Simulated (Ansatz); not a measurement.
CH4SSi, SMILES `[SiH3][C]S` (lower singlet; Si–C–S–H torsion 180°) (charge 0, multiplicity 1). This singlet lies 0.50 eV below the relaxed triplet at the level frozen-core CCSD(T)/cc-pVTZ // PBE0-D3(BJ)/def2-TZVP (Ansatz, a program for electronic structure).

Level of theory: Ansatz with frozen-core CCSD(T)/cc-pVQZ // PBE0-D3(BJ)/def2-TZVP.

Ansatz 0.2 input:
```yaml
crystal:
  periodic: [false, false, false]
  atoms:
    - { symbol: Si, position_ang: [-0.986282, 0.318648, -0.401762] }
    - { symbol: C, position_ang: [0.508384, -0.787422, -0.434677] }
    - { symbol: S, position_ang: [1.942046, -0.090445, -0.196383] }
    - { symbol: H, position_ang: [-1.863499, -0.222544, 0.668613] }
    - { symbol: H, position_ang: [-1.645058, 0.14358, -1.722153] }
    - { symbol: H, position_ang: [-0.775843, 1.778419, -0.158797] }
    - { symbol: H, position_ang: [2.820243, -1.14024, -0.277025] }
basis:
  gaussian: { orbitals: cc-pVQZ }
correlation:
  method: ccsd_t
```

Output:

```
Functional definition: HF
1719 factors; integrals over basis functions are off by at most 1.1e-3 eV
mean field evaluation 1: about -19769.9999 eV, gradient 2.1e1 eV
mean field evaluation 2: about -19770.1256 eV, gradient 2.1e1 eV
mean field evaluation 4: about -19772.0999 eV, gradient 4.0e0 eV
mean field evaluation 8: about -19772.1985 eV, gradient 4.0e-1 eV
mean field evaluation 16: about -19772.2008 eV, gradient 2.6e-6 eV
mean field -19772.20076749 eV, -726.6149761264 hartree, gradient 2.6e-6 eV, S^2 0.000000; 0 other end points of the search recorded, 0 dependent functions left out; unrestricted orbitals would lower it
11 core orbitals not correlated
reference -19772.20076749 eV, -726.6149761264 hartree; 9, 9 occupied and 273, 273 virtual orbitals, 1719 factors
second order -13.05016692 eV of doubles, -0.00000000 eV of singles
cycle   1  -13.66230892 eV  change   -6.1e-1 eV  update   1.0e-1
cycle   2  -14.10608650 eV  change   -4.4e-1 eV  update   3.5e-2
cycle   3  -14.22358518 eV  change   -1.2e-1 eV  update   2.3e-2
cycle   4  -14.21426561 eV  change    9.3e-3 eV  update   8.7e-3
cycle   5  -14.21166390 eV  change    2.6e-3 eV  update   4.0e-3
cycle   6  -14.21277067 eV  change   -1.1e-3 eV  update   1.4e-3
cycle   7  -14.21260269 eV  change    1.7e-4 eV  update   4.5e-4
cycle   8  -14.21282503 eV  change   -2.2e-4 eV  update   2.1e-4
cycle   9  -14.21284025 eV  change   -1.5e-5 eV  update   6.6e-5
cycle  10  -14.21278782 eV  change    5.2e-5 eV  update   2.7e-5
cycle  11  -14.21280586 eV  change   -1.8e-5 eV  update   1.0e-5
cycle  12  -14.21280706 eV  change   -1.2e-6 eV  update   3.6e-6
perturbative correction -0.70929255 eV, -0.0260660203 hartree
Total energy: -19787.12286710 eV, -727.1633531723 hartree
```
